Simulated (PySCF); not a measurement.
Polarisability and C₆ of Ne²⁺ (neon, charge +2)

[He] 2s2 2p4, high-spin 3P determinant. Computed with PySCF 2.14 in ANO-RCC-VTZP, with scalar relativity by spin-free X2C-1e. Coupled (time-dependent) response in atomic units; α is the mean over directions. The basis has no added diffuse functions, which lowers α and C₆.

```tsv
method	mean α (bohr³)	α xx, yy, zz	C₆ (like pair)	S(−4)
UHF	0.7765	0.8533, 0.6227, 0.8533	0.9719	0.3207
PBE	0.8003	0.8707, 0.6594, 0.8707	1.025	0.3366
PBE0	0.7916	0.8633, 0.6482, 0.8633	1.007	0.3288
TPSSh	0.7896	0.8594, 0.6502, 0.8594	1.014	0.3123
wB97M-V	0.7958	0.8680, 0.6513, 0.8680	1.019	0.3241
```

S(−4) is the Cauchy moment in α(ω) = α(0) + S(−4) ω² + …

α(iu) at wB97M-V:

| u (hartree) | α(iu) (bohr³) |
| --- | --- |
| 0 | 0.7958 |
| 0.0500 | 0.7950 |
| 0.100 | 0.7926 |
| 0.200 | 0.7833 |
| 0.300 | 0.7688 |
| 0.500 | 0.7292 |
| 0.750 | 0.6713 |
| 1.00 | 0.6135 |
| 1.50 | 0.5097 |
| 2.00 | 0.4230 |
| 3.00 | 0.2942 |
| 5.00 | 0.1556 |

A single London oscillator, α(iu) = α/(1 + u²/ω²), gives C₆ = (3/4) ω α². Matching the computed C₆ needs ω = 4 × 1.019 / (3 × 0.7958²) = 2.15 hartree.

For an ion, C₆ is the dispersion term alone; charge-induced terms of lower order in 1/R come first.

The components differ because the open shell of this determinant is not spherical; for a pure term their mean is the scalar polarisability.
